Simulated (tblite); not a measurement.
Species: C3H5GeO2 (doublet state).
Structure used (GFN2-xTB), in Å, numbered top down from 1:
```
atom  x, y, z in Å
C1    -1.960   -1.456    0.140
C2    -1.753   -0.320    0.676
Ge3   -0.234    0.985    0.229
C4     1.485    0.047   -0.093
O5     1.857   -0.441   -1.124
O6     2.170   -0.031    1.049
H7    -1.539   -2.113   -0.584
H8    -2.379    0.121    1.439
H9    -0.585    1.790   -1.000
H10   -0.057    1.950    1.383
H11    2.999   -0.530    0.939
```

Calculated harmonic vibrations of the isolated species, GFN2-xTB (tblite), most abundant isotopes, no scaling. Errors from tens to a few hundred cm⁻¹ against measured bands are possible. Modes of hydrogen on germanium can be 10 to 20 % off. One conformer, not necessarily the lowest. Open shells enter through the occupations alone, without spin polarisation, and single modes of such species can be off by tens of per cent. The optimisation stopped once no atom felt more than 0.01 eV/Å.

Lowest wavenumbers of the output (negative numbers stand for imaginary wavenumbers):
```
mode    cm-1
  1     -32.2
  2      27.5
  3      62.5
  4     185.4
  5     236.5
  6     331.3
  7     347.7
  8     397.0
  9     432.9
 10     529.7
 11     587.6
 12     614.7
 13     647.9
 14     684.2
 15     720.3
```

Task: Is this structure a minimum?

Result: Not by this Hessian. 1 mode is imaginary beyond 20i (32i cm⁻¹), so at this level the point lies at or near a first-order saddle. The curvature is small, so loose convergence or finite differences may be the whole cause.

Task: Which atoms move in the imaginary mode?

Result: 32i: H8 (hydrogen on carbon) 25 %, C2 (carbon bonded to C, Ge and H) 24 %, H7 (hydrogen on carbon) 22 %, C1 (carbon bonded to C and H) 20 %. These are shares of the mass-weighted motion.

Task: What is the remedy?

Result: Step along that mode in both directions, optimise again with tighter thresholds and repeat the frequencies. The zero-point energy of this point (39.5 kcal/mol) counts the 26 real modes alone, and thermal corrections from it aren't those of a minimum.
